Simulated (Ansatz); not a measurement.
The cluster In₂Te₃. The state is a singlet with charge 0. Geometry r2SCAN-D4/def2-SVP.

```xyz
5

In    0.986    1.341   -1.518
In   -1.579   -1.862   -0.343
Te    0.782    0.782    1.533
Te    1.483   -1.443    0.028
Te   -1.672    1.182    0.299
```

In the def2 sets In, Te take a core potential; there is no spin–orbit coupling. LC-ωPBE has ω = 0.4 bohr⁻¹. The structure comes from a short search, and lower isomers may exist.

Question: Estimate the orbital energies around the gap (eV) in Ansatz with PBE-D4/def2-TZVP, r2SCAN-D4/def2-TZVP, PBE0-D4/def2-TZVP, LC-ωPBE/def2-TZVP.

Answer: 
```json
{"orbital": "HOMO−5", "PBE-D4/def2-TZVP": "-7.50", "r2SCAN-D4/def2-TZVP": "-7.82", "PBE0-D4/def2-TZVP": "-8.43", "LC-ωPBE/def2-TZVP": "-10.70"}
{"orbital": "HOMO−4", "PBE-D4/def2-TZVP": "-6.00", "r2SCAN-D4/def2-TZVP": "-6.26", "PBE0-D4/def2-TZVP": "-6.88", "LC-ωPBE/def2-TZVP": "-9.25"}
{"orbital": "HOMO−3", "PBE-D4/def2-TZVP": "-5.90", "r2SCAN-D4/def2-TZVP": "-6.18", "PBE0-D4/def2-TZVP": "-6.87", "LC-ωPBE/def2-TZVP": "-9.17"}
{"orbital": "HOMO−2", "PBE-D4/def2-TZVP": "-5.49", "r2SCAN-D4/def2-TZVP": "-5.76", "PBE0-D4/def2-TZVP": "-6.40", "LC-ωPBE/def2-TZVP": "-8.64"}
{"orbital": "HOMO−1", "PBE-D4/def2-TZVP": "-5.40", "r2SCAN-D4/def2-TZVP": "-5.62", "PBE0-D4/def2-TZVP": "-6.20", "LC-ωPBE/def2-TZVP": "-8.33"}
{"orbital": "HOMO", "PBE-D4/def2-TZVP": "-4.64", "r2SCAN-D4/def2-TZVP": "-4.86", "PBE0-D4/def2-TZVP": "-5.45", "LC-ωPBE/def2-TZVP": "-7.55"}
{"orbital": "LUMO", "PBE-D4/def2-TZVP": "-3.15", "r2SCAN-D4/def2-TZVP": "-3.10", "PBE0-D4/def2-TZVP": "-2.46", "LC-ωPBE/def2-TZVP": "-0.52"}
{"orbital": "LUMO+1", "PBE-D4/def2-TZVP": "-2.95", "r2SCAN-D4/def2-TZVP": "-2.89", "PBE0-D4/def2-TZVP": "-2.25", "LC-ωPBE/def2-TZVP": "-0.28"}
{"orbital": "LUMO+2", "PBE-D4/def2-TZVP": "-2.41", "r2SCAN-D4/def2-TZVP": "-2.32", "PBE0-D4/def2-TZVP": "-1.84", "LC-ωPBE/def2-TZVP": "-0.16"}
{"orbital": "LUMO+3", "PBE-D4/def2-TZVP": "-1.74", "r2SCAN-D4/def2-TZVP": "-1.61", "PBE0-D4/def2-TZVP": "-1.15", "LC-ωPBE/def2-TZVP": "0.51"}
{"orbital": "LUMO+4", "PBE-D4/def2-TZVP": "-1.59", "r2SCAN-D4/def2-TZVP": "-1.39", "PBE0-D4/def2-TZVP": "-0.99", "LC-ωPBE/def2-TZVP": "0.69"}
{"orbital": "LUMO+5", "PBE-D4/def2-TZVP": "-1.26", "r2SCAN-D4/def2-TZVP": "-0.98", "PBE0-D4/def2-TZVP": "-0.67", "LC-ωPBE/def2-TZVP": "0.94"}
```
